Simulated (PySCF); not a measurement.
Isomers of C8H6O, one GFN2-xTB conformer each. Single-point energies are computed at PBE0/pcSseg-1 (PySCF, gas phase, no added dispersion term), electronic only.

```csv
SMILES,GFN2-xTB relative energy (kcal/mol)
c1ccc2cocc2c1,0.0
O=Cc1ccc2c(c1)C2,61.1
```

Conformers: `[O:1]=[CH:2][c:3]1[cH:4][cH:5][c:6]2[c:7]([cH:8]1)[CH2:9]2` with O1–C2–C3–C4 0°.

Q: What does PBE0/pcSseg-1 give for the same structures?

A: 
```
          SMILES  PBE0/pcSseg-1 E (Eh)  PBE0/pcSseg-1 (kcal/mol)  GFN2-xTB (kcal/mol)  point group
   c1ccc2cocc2c1            -383.16140                       0.0                  0.0          C2v
O=Cc1ccc2c(c1)C2            -383.08985                      44.9                 61.1           Cs
```

Both levels put the same isomer lowest. As drawn, the higher has a three-membered ring and a C=O bond, which the lower lacks.

Q: Which frontier levels, dipoles and rotational constants go with these structures?

A: 
| SMILES | HOMO (eV, PBE0/pcSseg-1) | LUMO (eV) | dipole (D) | A, B, C (MHz) |
| --- | --- | --- | --- | --- |
| c1ccc2cocc2c1 | -5.78 | -1.32 | 0.31 | 4015, 1622, 1155 |
| O=Cc1ccc2c(c1)C2 | -7.33 | -1.87 | 3.55 | 4881, 1163, 944.8 |
